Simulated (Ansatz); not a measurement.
Consider the substitution at a C–Zn bond: `C[S][Zn][CH](C)C` + `[OH][AlH][Cl]` → `CC(C)[O][AlH][Cl]` + `C[S][ZnH]`.

Computed with Ansatz on PBE0-D4/def2-TZVP structures; ΔE is electronic, products minus reactants. CBS: MP2 limit from def2 TZ/QZ plus the TZ coupled-cluster correction, frozen cores. This one scheme is used for every species. DFT in def2-TZVPP. B3LYP here is the variant with VWN-RPA as its local correlation; programs differ in this. HSE06 is defined as in plane-wave codes. For Zn outer-core shells are correlated without core-valence functions, which leaves a few kJ/mol of doubt a bond. Scalar relativity is left out up to krypton. Each species was taken in one conformer, which may not be the lowest.

`C[S][Zn][CH](C)C`:

```xyz
16

C     3.099   -0.252   -1.633
S     2.362   -1.759   -0.915
Zn    0.471   -1.016   -0.130
C    -1.244   -0.378    0.582
C    -1.106    0.223    1.977
C    -1.934    0.595   -0.370
H     3.279    0.511   -0.877
H     4.059   -0.546   -2.058
H     2.483    0.160   -2.432
H    -1.867   -1.278    0.658
H    -0.475    1.117    1.974
H    -0.674   -0.479    2.695
H    -2.086    0.529    2.368
H    -2.105    0.163   -1.359
H    -2.911    0.900    0.026
H    -1.351    1.510   -0.509
```

`[OH][AlH][Cl]`:

Cartesian coordinates in Å:
```
O -0.601 0.250 -1.112
Al 0.457 -0.066 0.160
Cl -0.298 -0.356 2.093
H -1.551 0.310 -1.020
H 1.993 -0.138 -0.121
```

`CC(C)[O][AlH][Cl]`:

Cartesian coordinates in Å:
```
C -0.245 0.623 1.512
C 0.258 -0.063 0.258
C 0.378 -1.562 0.437
O -0.636 0.204 -0.803
Al -0.552 0.984 -2.280
Cl 1.269 1.846 -2.868
H -1.238 0.248 1.772
H -0.314 1.702 1.362
H 0.428 0.437 2.352
H 1.249 0.343 0.009
H -0.599 -1.992 0.672
H 1.068 -1.801 1.250
H 0.749 -2.032 -0.476
H -1.816 1.064 -3.198
```

`C[S][ZnH]`:

Cartesian coordinates in Å:
```
C -0.249 -0.499 -0.994
S 1.202 -0.477 0.112
Zn 0.541 0.816 1.723
H -0.468 0.491 -1.392
H -1.131 -0.902 -0.498
H 0.006 -1.155 -1.827
H 0.098 1.727 2.875
```

Problem. Is it downhill or uphill in electronic energy at CCSD(T)/CBS, and by how much? (Estimate.)

Solution. Computed: Uphill: ΔE = +36.4 kJ/mol.

Problem. What do these levels give: PBE0-D4, B3LYP-D4, r2SCANh-D4, r2SCAN0-D4, HSE06-D4, B2PLYP, r2SCAN, r2SCANh, HF/def2-SVP, CCSD/def2-SVP, HF/def2-QZVPP, SCS-MP2/def2-QZVPP? (Estimate.)

Solution. Ansatz gave: PBE0-D4 30.0, B3LYP-D4 25.1, r2SCANh-D4 28.3, r2SCAN0-D4 27.1, HSE06-D4 30.5, B2PLYP 31.7, r2SCAN 29.5, r2SCANh 28.8, HF/def2-SVP 0.2, CCSD/def2-SVP 19.4, HF/def2-QZVPP 5.5, SCS-MP2/def2-QZVPP 37.4 kJ/mol.

Largest T1 diagnostic among the species: 0.014.

At CCSD(T), def2-SVP lies −15.9 kJ/mol from the extrapolated value and def2-TZVPP −4.3 kJ/mol. In def2-TZVPP, CCSD(T) changes the Hartree–Fock value by +26.2 kJ/mol (the triples alone add +3.0 kJ/mol) and MP2 by +37.6 kJ/mol.
